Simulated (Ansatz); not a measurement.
Steps of a relaxation of `[OH][AlH][CH2]O[SiH3]` with RKS PBE0-D4/def2-TZVP.

```sh
$ ansatz run in.yaml --threads 4 --pin off --events-out ev --progress --plain --max-ram 10444MiB
```

```yaml
crystal:
  periodic: [false, false, false]
  atoms:
    - {symbol: O, position_ang: [-2.574754, 0.284816, -0.248006]}
    - {symbol: Al, position_ang: [-0.998301, 0.892928, 0.120203]}
    - {symbol: C, position_ang: [0.446786, 0.455727, -1.202939]}
    - {symbol: O, position_ang: [1.636738, 0.041999, -0.473969]}
    - {symbol: Si, position_ang: [1.331137, -1.084118, 0.719093]}
    - {symbol: H, position_ang: [-3.359734, 0.517686, 0.272677]}
    - {symbol: H, position_ang: [-0.782436, 1.973944, 1.284244]}
    - {symbol: H, position_ang: [0.147334, -0.326098, -1.940194]}
    - {symbol: H, position_ang: [0.728927, 1.348661, -1.803191]}
    - {symbol: H, position_ang: [2.416255, -1.052472, 1.749377]}
    - {symbol: H, position_ang: [-0.007948, -0.625734, 1.337547]}
    - {symbol: H, position_ang: [1.092898, -2.482440, 0.219158]}
basis:
  gaussian: {orbitals: def2-TZVP}
hamiltonian: {xc: pbe0, dispersion: d4}
relax: {f_tol: 0.005, max_steps: 150}
```

Positions (Å) and forces (eV/Å) along the path, 10 of 11 steps:

```xyz
12
step=1 energy=-19712.0222 eV
O    -2.575    0.285   -0.248   -0.010    0.362    0.518
Al   -0.998    0.893    0.120   -0.403   -0.135   -0.123
C     0.447    0.456   -1.203   -0.064    0.048   -0.348
O     1.637    0.042   -0.474   -0.382   -0.736    0.610
Si    1.331   -1.084    0.719    0.057    0.613   -0.604
H    -3.360    0.518    0.273    0.638   -0.153   -0.372
H    -0.782    1.974    1.284   -0.040   -0.138   -0.159
H     0.147   -0.326   -1.940    0.208    0.368    0.407
H     0.729    1.349   -1.803   -0.076   -0.456    0.322
H     2.416   -1.052    1.749   -0.244    0.005   -0.230
H    -0.008   -0.626    1.338    0.260   -0.118   -0.114
H     1.093   -2.482    0.219    0.056    0.340    0.092
12
step=2 energy=-19712.0756 eV
O    -2.544    0.252   -0.218    0.206    0.196    0.155
Al   -0.987    0.901    0.112   -0.304   -0.192   -0.077
C     0.450    0.461   -1.201    0.004    0.056   -0.179
O     1.630    0.032   -0.474   -0.195   -0.458    0.485
Si    1.303   -1.072    0.710    0.154    0.411   -0.445
H    -3.317    0.488    0.298    0.146   -0.040   -0.081
H    -0.782    1.979    1.261   -0.007    0.003   -0.036
H     0.158   -0.314   -1.928    0.039    0.118    0.119
H     0.751    1.337   -1.793   -0.051   -0.136    0.099
H     2.372   -1.042    1.736   -0.067   -0.011   -0.033
H    -0.025   -0.623    1.320    0.073   -0.018   -0.031
H     1.067   -2.454    0.210    0.002    0.072    0.024
12
step=3 energy=-19712.0883 eV
O    -2.543    0.266   -0.226    0.136    0.000    0.015
Al   -0.989    0.882    0.118   -0.093   -0.008   -0.044
C     0.447    0.456   -1.193    0.003    0.018   -0.009
O     1.624    0.025   -0.465   -0.012   -0.067    0.060
Si    1.308   -1.069    0.702    0.079    0.084   -0.087
H    -3.306    0.491    0.302   -0.063    0.009    0.024
H    -0.789    1.983    1.242    0.007    0.010    0.028
H     0.158   -0.312   -1.918    0.001   -0.039   -0.032
H     0.746    1.331   -1.776    0.004    0.038   -0.014
H     2.366   -1.040    1.732    0.018   -0.022    0.026
H    -0.011   -0.624    1.314   -0.074    0.017    0.031
H     1.067   -2.443    0.201   -0.007   -0.041    0.001
12
step=4 energy=-19712.0897 eV
O    -2.530    0.243   -0.207    0.017    0.027    0.012
Al   -0.987    0.893    0.109   -0.019   -0.044    0.024
C     0.451    0.461   -1.200   -0.006    0.026   -0.022
O     1.622    0.025   -0.464    0.001    0.015   -0.025
Si    1.299   -1.065    0.701    0.010   -0.022    0.029
H    -3.296    0.476    0.314   -0.014   -0.012   -0.005
H    -0.786    1.991    1.238    0.001    0.013   -0.012
H     0.164   -0.308   -1.927    0.002   -0.006   -0.005
H     0.755    1.336   -1.780    0.015    0.008   -0.005
H     2.355   -1.047    1.735    0.002   -0.004    0.007
H    -0.025   -0.617    1.312   -0.005    0.007    0.002
H     1.054   -2.442    0.203   -0.004   -0.009   -0.001
12
step=5 energy=-19712.0901 eV
O    -2.527    0.239   -0.203    0.005    0.014    0.011
Al   -0.985    0.889    0.111   -0.013   -0.008    0.012
C     0.453    0.463   -1.202   -0.016    0.016   -0.013
O     1.622    0.022   -0.466    0.012    0.005   -0.008
Si    1.295   -1.065    0.701    0.021   -0.019    0.009
H    -3.294    0.467    0.320   -0.011   -0.010   -0.006
H    -0.785    1.994    1.233    0.001    0.003   -0.011
H     0.166   -0.302   -1.933    0.004   -0.001   -0.004
H     0.759    1.341   -1.778    0.009    0.001    0.002
H     2.351   -1.048    1.736   -0.004    0.000    0.005
H    -0.028   -0.611    1.311    0.002    0.002    0.000
H     1.048   -2.443    0.206   -0.009   -0.003    0.003
12
step=6 energy=-19712.0904 eV
O    -2.524    0.230   -0.196   -0.007    0.003    0.011
Al   -0.983    0.885    0.112    0.007    0.013   -0.004
C     0.455    0.467   -1.205   -0.014   -0.003   -0.004
O     1.623    0.016   -0.471    0.014   -0.012    0.009
Si    1.294   -1.067    0.700   -0.012    0.007   -0.004
H    -3.292    0.452    0.328   -0.001   -0.007   -0.008
H    -0.784    2.003    1.222   -0.002   -0.003   -0.004
H     0.169   -0.293   -1.943    0.003    0.007    0.001
H     0.766    1.349   -1.773   -0.001   -0.006    0.008
H     2.347   -1.050    1.739   -0.001   -0.004   -0.008
H    -0.027   -0.603    1.310    0.007    0.000    0.000
H     1.032   -2.444    0.212    0.006    0.005    0.004
12
step=7 energy=-19712.0905 eV
O    -2.522    0.224   -0.193   -0.004    0.002    0.008
Al   -0.983    0.886    0.112    0.009    0.012   -0.009
C     0.456    0.469   -1.205   -0.003   -0.011    0.004
O     1.623    0.012   -0.473    0.004   -0.005    0.001
Si    1.292   -1.067    0.700   -0.006    0.002   -0.001
H    -3.291    0.444    0.329    0.000   -0.005   -0.007
H    -0.786    2.010    1.216   -0.003   -0.001    0.001
H     0.170   -0.287   -1.947    0.001    0.006    0.002
H     0.770    1.352   -1.769   -0.003   -0.001    0.006
H     2.348   -1.056    1.735    0.000    0.002   -0.003
H    -0.025   -0.596    1.313    0.008   -0.005   -0.002
H     1.026   -2.446    0.216   -0.003    0.005    0.001
12
step=9 energy=-19712.0907 eV
O    -2.513    0.211   -0.191    0.006    0.002    0.000
Al   -0.982    0.890    0.111   -0.006   -0.004    0.000
C     0.458    0.472   -1.204    0.016   -0.008    0.011
O     1.625    0.001   -0.479   -0.011    0.006   -0.011
Si    1.289   -1.070    0.701   -0.001    0.001    0.003
H    -3.288    0.424    0.326    0.001    0.000    0.000
H    -0.797    2.024    1.207   -0.001    0.002    0.001
H     0.168   -0.275   -1.953   -0.003    0.000    0.000
H     0.777    1.359   -1.759    0.000    0.003   -0.003
H     2.355   -1.068    1.725    0.002   -0.001    0.001
H    -0.015   -0.579    1.324    0.000   -0.002   -0.002
H     1.000   -2.446    0.224   -0.002    0.001   -0.001
12
step=10 energy=-19712.0907 eV
O    -2.511    0.208   -0.191    0.004    0.001    0.000
Al   -0.981    0.892    0.112   -0.007   -0.003    0.000
C     0.459    0.472   -1.203    0.010   -0.002    0.006
O     1.626   -0.001   -0.480   -0.006    0.005   -0.004
Si    1.289   -1.070    0.701    0.000   -0.005   -0.003
H    -3.287    0.420    0.324    0.000    0.001    0.001
H    -0.802    2.028    1.206    0.001    0.000    0.001
H     0.166   -0.273   -1.952   -0.002   -0.002   -0.001
H     0.778    1.360   -1.757    0.001    0.002   -0.003
H     2.359   -1.072    1.722   -0.001    0.001    0.001
H    -0.012   -0.576    1.326    0.000    0.004    0.003
H     0.994   -2.445    0.225    0.001   -0.001   -0.001
12
step=11 energy=-19712.0907 eV
O    -2.510    0.208   -0.191    0.001    0.001   -0.001
Al   -0.981    0.892    0.112   -0.003   -0.001    0.003
C     0.459    0.472   -1.203    0.003    0.001    0.001
O     1.626    0.000   -0.480    0.000    0.001    0.000
Si    1.289   -1.069    0.700    0.000   -0.001    0.001
H    -3.287    0.419    0.323    0.000    0.000    0.000
H    -0.802    2.027    1.207    0.000    0.000   -0.001
H     0.166   -0.273   -1.951   -0.001   -0.001   -0.001
H     0.778    1.360   -1.758    0.000    0.000   -0.001
H     2.358   -1.072    1.722    0.000    0.000   -0.001
H    -0.011   -0.573    1.328   -0.001    0.001    0.000
H     0.992   -2.444    0.225    0.001    0.000    0.000
```

Run time 34 s (4 threads of an AMD EPYC 7B13 on a shared host); peak host memory 0.59 GiB.
